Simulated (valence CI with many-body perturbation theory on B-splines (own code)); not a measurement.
# Ir XXXVII: E2, M1 decay

Method: configuration interaction combined with many-body perturbation theory (CI+MBPT): five valence electrons over a frozen Dirac-Fock core [Kr], radial functions for each j: 7 s, 7 p, 8 d, 6 f, 4 g, 1 h, with the one-electron correlation potential Σ1 (screened to all orders), the two-electron term Σ2, the three-electron term Σ3, Breit, model QED; selected single and double excitations, second order for the rest, scaled by the run's own slope (own B-spline code, finite nucleus).

The last digits are not significant, and no measured levels were compared; by estimate large intervals hold to a few tenths of a per cent, small ones and those within an open d or f shell to about a per cent. The list stops below the first excitations out of the core.

Lines 51 to 100 of 120 in falling wavelength, among levels below 1085200 cm⁻¹, chosen from the decays that carry over 1 % of a level's rate. Wavelengths and rates use the calculated energies. Electric multipoles are in the length gauge, E1 and E2 with the static RPA response of the core. S is in atomic units (e²a₀⁴ for E2 and M2, e²a₀⁶ for E3), for M1 in squared Bohr magnetons. Weak lines are less certain than strong ones. Lines between different terms over intervals too small for the method are left out, as are lines whose strength nearly cancels.

Levels are named by their leading jj configuration (3d3/2^4 stands for four electrons in 3d with j = 3/2), which in mixed levels can hold well under half, so a name can repeat and another be missing. Letters in brackets count levels of one name in rising energy.

```csv
λ vac (nm),Upper,Lower,Type,A (s⁻¹),S (a.u.)
58.14,(4d3/2^2 4d5/2^3) J=5/2 [a],(4d3/2^3 4d5/2^2) J=5/2 [a],M1,1.86e+05,8.13e+00
57.95,(4d3/2 4d5/2^4) J=7/2 [a],(4d3/2^2 4d5/2^3) J=5/2 [b],M1,3.71e+04,2.14e+00
57.61,(4d3/2^3 4d5/2^2) J=7/2 [a],(4d3/2^4 4d5/2) J=5/2,M1,4.48e+04,2.54e+00
57.59,(4d3/2^2 4d5/2^3) J=5/2 [c],(4d3/2^3 4d5/2^2) J=7/2 [b],M1,4.04e+04,1.72e+00
57.30,(4d3/2^2 4d5/2^3) J=1/2 [a],(4d3/2^3 4d5/2^2) J=3/2 [a],M1,8.72e+04,1.22e+00
56.98,(4d3/2^2 4d5/2^3) J=13/2,(4d3/2^3 4d5/2^2) J=11/2,M1,1.53e+04,1.47e+00
56.16,(4d3/2^3 4d5/2^2) J=3/2 [a],(4d3/2^4 4d5/2) J=5/2,M1,1.08e+05,2.85e+00
56.13,(4d3/2 4d5/2^4) J=5/2 [a],(4d3/2^2 4d5/2^3) J=7/2 [a],M1,3.07e+04,1.21e+00
54.96,(4d3/2 4d5/2^4) J=9/2,(4d3/2^2 4d5/2^3) J=9/2 [b],M1,6.20e+04,3.81e+00
54.95,(4d3/2^2 4d5/2^3) J=3/2 [a],(4d3/2^3 4d5/2^2) J=3/2 [a],M1,9.54e+04,2.35e+00
54.95,(4d3/2 4d5/2^4) J=3/2 [a],(4d3/2^2 4d5/2^3) J=5/2 [b],M1,3.50e+04,8.60e-01
54.31,(4d3/2^2 4d5/2^3) J=3/2 [b],(4d3/2^3 4d5/2^2) J=1/2,M1,9.64e+03,2.29e-01
54.13,(4d3/2^2 4d5/2^3) J=7/2 [b],(4d3/2^3 4d5/2^2) J=5/2 [b],M1,2.10e+03,9.88e-02
53.93,(4d3/2^2 4d5/2^3) J=5/2 [b],(4d3/2^3 4d5/2^2) J=3/2 [a],M1,1.59e+04,5.53e-01
53.92,(4d3/2 4d5/2^4) J=3/2 [a],(4d3/2^2 4d5/2^3) J=3/2 [a],M1,1.14e+05,2.66e+00
53.23,(4d3/2 4d5/2^4) J=11/2,(4d3/2^2 4d5/2^3) J=13/2,M1,2.58e+04,1.73e+00
53.12,(4d3/2^2 4d5/2^3) J=9/2 [b],(4d3/2^3 4d5/2^2) J=9/2,M1,7.95e+04,4.42e+00
52.89,(4d3/2^2 4d5/2^3) J=5/2 [c],(4d3/2^3 4d5/2^2) J=5/2 [b],M1,2.91e+03,9.57e-02
52.66,(4d3/2^2 4d5/2^3) J=5/2 [d],(4d3/2^2 4d5/2^3) J=5/2 [a],M1,4.36e+04,1.42e+00
52.66,(4d3/2^2 4d5/2^3) J=5/2 [b],(4d3/2^3 4d5/2^2) J=7/2 [a],M1,3.53e+04,1.15e+00
51.93,(4d3/2^2 4d5/2^3) J=3/2 [b],(4d3/2^3 4d5/2^2) J=5/2 [b],M1,2.38e+04,4.95e-01
51.84,(4d3/2 4d5/2^4) J=3/2 [a],(4d3/2^2 4d5/2^3) J=1/2 [a],M1,8.83e+04,1.82e+00
51.78,(4d3/2 4d5/2^4) J=7/2 [a],(4d3/2^2 4d5/2^3) J=9/2 [a],M1,7.82e+04,3.22e+00
51.48,(4d3/2^2 4d5/2^3) J=7/2 [b],(4d3/2^3 4d5/2^2) J=9/2,M1,2.19e+04,8.88e-01
51.17,(4d3/2^3 4d5/2^2) J=9/2,(4d3/2^4 4d5/2) J=5/2,E2,1.90e+01,5.93e-03
50.83,(4d3/2^2 4d5/2^3) J=7/2 [c],(4d3/2^3 4d5/2^2) J=7/2 [b],M1,3.04e+04,1.18e+00
50.44,(4d3/2^2 4d5/2^3) J=7/2 [a],(4d3/2^3 4d5/2^2) J=5/2 [a],M1,2.61e+04,9.92e-01
49.71,(4d3/2^2 4d5/2^3) J=1/2 [b],(4d3/2^3 4d5/2^2) J=1/2,M1,4.50e+04,4.10e-01
49.55,(4d3/2^2 4d5/2^3) J=9/2 [b],(4d3/2^3 4d5/2^2) J=11/2,M1,2.66e+04,1.20e+00
49.44,(4d3/2 4d5/2^4) J=11/2,(4d3/2^2 4d5/2^3) J=9/2 [a],M1,3.35e+04,1.80e+00
49.11,(4d3/2 4d5/2^4) J=7/2 [a],(4d3/2^2 4d5/2^3) J=7/2 [a],M1,6.78e+04,2.38e+00
48.92,(4d3/2 4d5/2^4) J=5/2 [a],(4d3/2^2 4d5/2^3) J=5/2 [a],M1,2.12e+05,5.52e+00
48.80,(4d3/2^3 4d5/2^2) J=5/2 [b],(4d3/2^4 4d5/2) J=5/2,M1,1.54e+03,3.99e-02
48.80,(4d3/2^3 4d5/2^2) J=5/2 [b],(4d3/2^4 4d5/2) J=5/2,E2,1.12e+02,1.66e-02
48.24,(4d3/2 4d5/2^4) J=11/2,(4d3/2^2 4d5/2^3) J=11/2,M1,1.10e+05,5.52e+00
47.60,(4d3/2^2 4d5/2^3) J=9/2 [b],(4d3/2^3 4d5/2^2) J=7/2 [a],M1,2.30e+04,9.18e-01
47.13,(4d3/2^2 4d5/2^3) J=7/2 [c],(4d3/2^3 4d5/2^2) J=5/2 [b],M1,1.50e+04,4.67e-01
46.87,(4d3/2^3 4d5/2^2) J=1/2,(4d3/2^4 4d5/2) J=5/2,E2,6.24e+01,2.52e-03
46.31,(4d3/2^2 4d5/2^3) J=5/2 [c],(4d3/2^3 4d5/2^2) J=3/2 [a],M1,2.27e+04,5.02e-01
46.28,(4d3/2^2 4d5/2^3) J=7/2 [b],(4d3/2^3 4d5/2^2) J=7/2 [a],M1,1.58e+03,4.65e-02
45.71,(4d3/2^2 4d5/2^3) J=3/2 [c],(4d3/2^3 4d5/2^2) J=3/2 [b],M1,1.88e+04,2.66e-01
45.57,(4d3/2^2 4d5/2^3) J=3/2 [b],(4d3/2^3 4d5/2^2) J=3/2 [a],M1,1.87e+04,2.63e-01
45.38,(4d3/2^3 4d5/2^2) J=7/2 [b],(4d3/2^4 4d5/2) J=5/2,M1,2.71e+03,7.51e-02
45.37,(4d3/2^2 4d5/2^3) J=5/2 [c],(4d3/2^3 4d5/2^2) J=7/2 [a],M1,5.25e+04,1.09e+00
45.11,(4d3/2^2 4d5/2^3) J=7/2 [c],(4d3/2^3 4d5/2^2) J=9/2,M1,3.17e+04,8.64e-01
44.83,(4d3/2^2 4d5/2^3) J=9/2 [c],(4d3/2^3 4d5/2^2) J=7/2 [b],M1,3.24e+04,1.08e+00
44.27,(4d3/2^2 4d5/2^3) J=3/2 [a],(4d3/2^3 4d5/2^2) J=5/2 [a],M1,6.50e+04,8.36e-01
44.20,(4d3/2^2 4d5/2^3) J=5/2 [d],(4d3/2^3 4d5/2^2) J=3/2 [b],M1,2.27e+04,4.36e-01
43.50,(4d3/2 4d5/2^4) J=7/2 [a],(4d3/2^2 4d5/2^3) J=5/2 [a],M1,9.88e+03,2.41e-01
42.88,(4d3/2 4d5/2^4) J=9/2,(4d3/2^2 4d5/2^3) J=7/2 [a],M1,3.46e+04,1.01e+00
```
